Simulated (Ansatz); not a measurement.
Job for Ansatz (a program for electronic structure): R-CCSD(T)/aug-cc-pVTZ on CH4Be (SMILES [BeH][CH3]), atoms moved off the minimum.

Ansatz 0.2 input:
```yaml
crystal:
  periodic: [false, false, false]
  atoms:
    - {symbol: Be, position_ang: [-1.05367410, -0.47417517, -0.04278367]}
    - {symbol: H, position_ang: [-2.09888148, -0.94693202, -0.31552433]}
    - {symbol: C, position_ang: [0.69213064, 0.23952249, 0.14235159]}
    - {symbol: H, position_ang: [1.02666214, -0.02634135, 1.08768815]}
    - {symbol: H, position_ang: [0.43433153, 1.33209767, 0.16561320]}
    - {symbol: H, position_ang: [1.29283871, 0.00520999, -0.84933846]}
basis:
  gaussian:
    orbitals: aug-cc-pVTZ
magnetization: {spin_polarized: false}
correlation: {method: ccsd_t, electrons: outside_noble_gas}
scf: {lower_state_search: off}
output: {forces: true}
```

**Question.** Predict the final total energy.

**Answer.** -55.0808 hartree (reference determinant -54.8053, T1 diagnostic 0.008).

**Question.** How many basis functions does it have, and what does it roughly cost on one machine?

**Answer.** 184 functions; about 2.8 core-minutes (a rough figure).
